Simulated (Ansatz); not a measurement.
Start from `C[O][GaH][CH3]` and change one element to get `C[O][InH][CH3]`.

Ansatz, PBE0-D4/def2-TZVP geometries, multiplicity 1. Each molecule was computed in one conformer, which needn't be the lowest.

Elements past krypton have def2 core potentials. Scalar relativity is left out up to krypton.

```tsv
property	`C[O][GaH][CH3]`
HOMO energy (B3LYP/def2-TZVPP) / eV	-7.42
size of the dipole moment (B3LYP/def2-TZVPP) / D	1.82
zero-point energy (PBE0-D4/def2-TZVP) / kJ/mol	220.8
LUMO energy (PBE/def2-TZVPP) / eV	-1.54
HOMO–LUMO gap (ωB97M-V/def2-TZVPP) / eV	10.92
size of the dipole moment (PBE/def2-TZVPP) / D	1.73
```

Problem. What does the change do to each property? (Estimate.)

Solution. Ansatz gave: 
```
                                        property  `C[O][InH][CH3]`  shift
             HOMO energy (B3LYP/def2-TZVPP) / eV             -6.88   0.54
size of the dipole moment (B3LYP/def2-TZVPP) / D              2.32   0.50
  zero-point energy (PBE0-D4/def2-TZVP) / kJ/mol             216.5   -4.3
               LUMO energy (PBE/def2-TZVPP) / eV             -1.85  -0.31
         HOMO–LUMO gap (ωB97M-V/def2-TZVPP) / eV              9.70  -1.22
  size of the dipole moment (PBE/def2-TZVPP) / D              2.17   0.44
```

With PBE0 the HOMO rises by 0.55 eV and the LUMO falls by 0.39 eV, so the gap narrows by about 0.94 eV. PBE moves the HOMO by 0.51 eV and ωB97M-V by 0.53 eV. Dipoles are sizes alone; their direction can turn.

B3LYP here is the variant with VWN-RPA as its local correlation; programs differ in this.
